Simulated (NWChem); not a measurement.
Molecule: ZrNH₂OCl; SMILES [NH]=[Zr]([Cl])[OH]

```xyz
6

Zr    -0.0446     0.3148     0.1944
N     -1.6146     1.0388    -0.3179
H     -2.4761     1.4134    -0.7064
Cl     0.1308    -2.0690    -0.1126
O      1.4607     1.4524    -0.2754
H      1.6531     2.2772    -0.7282
```
Atoms are numbered in this order, from 1.

Results from NWChem. All runs use the structure optimised with PBE0/def2-SVP. def2 effective core potentials on Zr; no spin-orbit coupling. B3LYP is NWChem's, with the RPA form of VWN correlation.

For level B3LYP/def2-SVP (core potentials):

```yaml
highest occupied level (eV): -6.74
orbital gap (eV): 3.91
dipole (D): 3.58
```

### Question
How do the values read with level B3LYP/STO-3G (all-electron, non-relativistic) instead?

### Answer
The highest occupied level (eV) comes out as -3.62, the orbital gap (eV) is 4.24 and the dipole (D) is 4.48.
